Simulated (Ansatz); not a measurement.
Start from `O[SiH2][O][AlH2]` and change one atom or group to get `[AlH2][O][SiH3]`.

Ansatz, PBE0-D4/def2-TZVP geometries, multiplicity 1. Each molecule was computed in one conformer, which needn't be the lowest.

```csv
property,`O[SiH2][O][AlH2]`
HOMO–LUMO gap (ωB97M-V/def2-TZVPP) / eV,10.97
HOMO–LUMO gap (B3LYP/def2-TZVPP) / eV,6.73
LUMO energy (B3LYP/def2-TZVPP) / eV,-1.41
HOMO energy (B3LYP/def2-TZVPP) / eV,-8.13
HOMO energy (PBE/def2-TZVPP) / eV,-6.97
HOMO energy (PBE0/def2-TZVPP) / eV,-8.32
```

Problem. Give the same properties after the change, and the shifts. (Estimate.)

Solution. Ansatz gave: 
| property | `[AlH2][O][SiH3]` | shift |
| --- | --- | --- |
| HOMO–LUMO gap (ωB97M-V/def2-TZVPP) / eV | 10.87 | -0.10 |
| HOMO–LUMO gap (B3LYP/def2-TZVPP) / eV | 6.64 | -0.09 |
| LUMO energy (B3LYP/def2-TZVPP) / eV | -1.41 | 0.00 |
| HOMO energy (B3LYP/def2-TZVPP) / eV | -8.05 | 0.08 |
| HOMO energy (PBE/def2-TZVPP) / eV | -6.90 | 0.07 |
| HOMO energy (PBE0/def2-TZVPP) / eV | -8.24 | 0.08 |

B3LYP here is the variant with VWN-RPA as its local correlation; programs differ in this.
